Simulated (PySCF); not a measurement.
Converging InF in the basis (CCSD(T))

PySCF, RHF reference; singlet, unpaired electrons none; De to In + F without counterpoise correction. Frozen cores follow the default of each basis and core potential.

| basis | relativity | functions | Re (Å) | ωe (cm⁻¹) | De (eV) | frozen orbitals |
| --- | --- | --- | --- | --- | --- | --- |
| def2-SVP | scalar-relativistic core potentials | 40 | 1.996 | 573 | 5.02 | 5 |
| x2c-SVPall | spin-free X2C | 50 | 1.988 | 583 | 5.07 | 19 |
| aug-cc-pVDZ-PP/aug-cc-pVDZ | scalar-relativistic core potentials | 55 | 2.014 | 524 | 5.46 | 5 |
| def2-TZVPPD | scalar-relativistic core potentials | 96 | 1.996 | 529 | 5.51 | 5 |

(1) How does each smaller set differ from the one with most functions, def2-TZVPPD?

Correlated steps freeze the inner cores (5 to 19 orbitals); shallow outer-core shells are correlated. Correlated levels converge slowly with the basis: in double zeta they bind strong bonds too weakly, by up to about 1 eV, and carry superposition errors of some tenths. These are scalar-relativistic numbers at best; spin–orbit coupling would shift them, the dissociation energy most. Where the molecule has an RHF reference, its open-shell atoms are computed with UHF.

Results:

(1) def2-SVP: +0.0 pm, +8.3 % in ωe, -0.49 eV in De; x2c-SVPall: -0.8 pm, +10.2 % in ωe, -0.44 eV in De; aug-cc-pVDZ-PP/aug-cc-pVDZ: +1.8 pm, -0.9 % in ωe, -0.05 eV in De. All at CCSD(T); the set with most functions is neither the basis-set limit nor always the best. The rows treat relativity differently, so the differences are not basis effects alone.
